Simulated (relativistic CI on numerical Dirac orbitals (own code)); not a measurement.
Calculated at this level of theory: Dirac-Coulomb-Breit CI, KLI orbitals optimised for each configuration, model QED, unscaled Slater integrals (own radial code, finite nucleus).

The strongest absorption lines from the ground level of an ion, among the configurations computed and to levels below about 159 eV (vacuum wavelength in nm, gf): 9.9595 (0.33), 9.9696 (1.9), 10.008 (1), 10.123 (0.53), 10.129 (0.52), 10.174 (0.49), 10.190 (0.17), 10.453 (0.25).

Q: Which ion is it?
A. Ge X
B. Kr XIV
C. Kr XVI
D. Kr XII

A: B. Kr XIV has 23 electrons and the ground level 3s²3p⁶3d⁵ ⁶S5/2; the strongest line goes to 3s²3p⁵3d⁶ ⁶P°7/2. The pattern of lines fixes the number of electrons, and along that sequence the line energies rise steadily with the charge (about as its square where n changes within one kind of shell, about linearly where n is kept but much faster in heavy ions where fine structure, which grows about as Z⁴, sets the gap, and irregularly where shells cross), which fixes Z. Configurations outside the model, such as inner-shell arrays, can give stronger lines. At this charge energies of transitions that change n are usually good to better than 1 %, and those within a shell (Δn = 0) to a few per cent. Terms inside the open d or f shell come out 10 to 20 % too wide with unscaled integrals.

LS names give the leading component of a level, which can be under half, so a name can repeat, a term be missing and a line seem to break the LS rules.
